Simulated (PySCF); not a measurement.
All numbers come from PBE/[La def2-SVP with ECP46, Br def2-SVP], scalar-relativistic core potentials, density fitting, no spin–orbit coupling, PySCF. Open shells, if any, are unrestricted.

Q: What shape and geometry does isolated doublet LaBr₂ take (every ligand bound to La)?

A: Formally La is in oxidation state +2, with 1 electron left for the f, d and s shells; the Mulliken f population is 0.07 and the spin on La 1.05. The lowest minimum found is a doublet of C2v symmetry with La–Br 2.741 Å (×2); Br–La–Br 113.8°. Its harmonic wavenumbers are 46 (a1), 221 (a1), 241 (b2) cm⁻¹ and its dipole moment is 5.08 D.

Other isomers or separated fragments may lie lower. With open d or f shells other occupations or spin states may lie lower. Spin–orbit coupling, left out here, can matter for elements this heavy.
